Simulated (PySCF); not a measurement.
Species: C₄H₉GaS.
Cartesian coordinates in Å at the PBE0-D3(BJ)/def2-SVP level; atoms count from 1:
```xyz
15
C4H9GaS angstrom
C      3.2449    0.1113    0.1536
S      1.5101   -0.1028    0.6735
Ga     0.3856    0.0762   -1.2129
C     -1.5392   -0.0274   -0.9886
C     -2.1265   -0.8585    0.1360
C     -2.1917    0.6254    0.2161
H      3.3341    0.2269   -0.9354
H      3.8240   -0.7678    0.4680
H      3.6601    1.0034    0.6426
H      1.2381    0.2684   -2.5145
H     -2.1389   -0.0014   -1.9051
H     -1.4418   -1.3844    0.8089
H     -3.0496   -1.4066   -0.0740
H     -3.1597    1.1104    0.0589
H     -1.5539    1.1347    0.9453
```

The calculation used PBE0-D3(BJ)/def2-SVP geometry optimisation, gas phase (PySCF).

(1) Which atoms are bound to Ga3, and at what distances?

(2) List the angles at Ga3.

(3) What is the shape at Ga3?

(4) What are the other bond lengths?

(5) Give some angles away from the centre.

(6) What are the rotational constants (commonest isotopes, rigid rotor)?

Answers

(1) 3 atoms: H10 1.568 Å, C4 1.941 Å, S2 2.203 Å. The nearest atom not counted as bound is H11, at 2.62 Å.

(2) 
| angle | degrees | distance of the outer atoms (Å) |
| --- | --- | --- |
| C4–Ga3–H10 | 129.9 | 3.18 |
| S2–Ga3–H10 | 116.3 | 3.22 |
| S2–Ga3–C4 | 113.8 | 3.47 |

(3) Planar: angles 129.9°, 116.3° and 113.8°, sum 360.0°, 0.00 Å off the plane of its three neighbours.

(4) C1–S2 1.824 Å; C4–C5, C4–C6 1.517 Å; C5–C6 1.488 Å; C1–H7, C1–H8, C1–H9 1.099 Å; C4–H11 1.096 Å; C5–H12, C6–H15 1.095 Å; C5–H13, C6–H14 1.094 Å.

(5) C1–S2–Ga3 103.4°, Ga3–C4–C5 119.9°, C5–C4–C6 58.7°, C4–C5–C6 60.7°.

(6) A = 3920, B = 1168, C = 974.3 MHz: an asymmetric top.

Point group: near Cs, missed by 0.16 Å at most; the miss may be what the optimiser left on a soft mode. Charge 0, singlet. Stationary, but not proved a minimum.

One conformer stands for the species.
